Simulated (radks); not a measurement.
Results of a calculation; reference values are marked as such.
Zr3+, 37 electrons, occupied as [Kr] 4d1 (the NIST ground configuration). Code: a radial shooting solver on a logarithmic mesh with Libxc functionals. Model: non-relativistic Kohn-Sham, XLYP, spin-polarised, spherical densities, point nucleus; open shells are filled with parallel spins first (spin-orbit coupling, left out, can overturn this in heavy ions); relativity is left out, which matters for an element this heavy. Some entries of the table are withheld. Estimate them.

orbital  occ.  eigenvalue (eV)  r(max) (bohr)
1s down     1        -17454.00        0.02522
1s up       1        -17454.00        0.02522
2s up       1        -2405.157         0.1413
2s down     1        -2405.050         0.1413
2p up       3        -2206.818         0.1113
2p down     3        -2206.741         0.1113
3s up       1        -415.7600         0.4187
3s down     1        -415.7055         0.4188
3p up       3        -341.2967         0.4068
3p down     3        -341.2340         0.4068
3d up       5        -205.5448         0.3469
3d down     5        -205.4468         0.3470
4s up       1              (1)          1.098
4s down     1              (2)          1.096
4p up       3         -59.0387          1.181
4p down     3         -58.2981          1.178
4d up       1         -28.9013            (3)
4d down     0         -28.1762            (4)

Answer. 
(1) 4s up eigenvalue (eV): -79.3130
(2) 4s down eigenvalue (eV): -78.6348
(3) 4d up r(max) (bohr): 1.490
(4) 4d down r(max) (bohr): 1.488
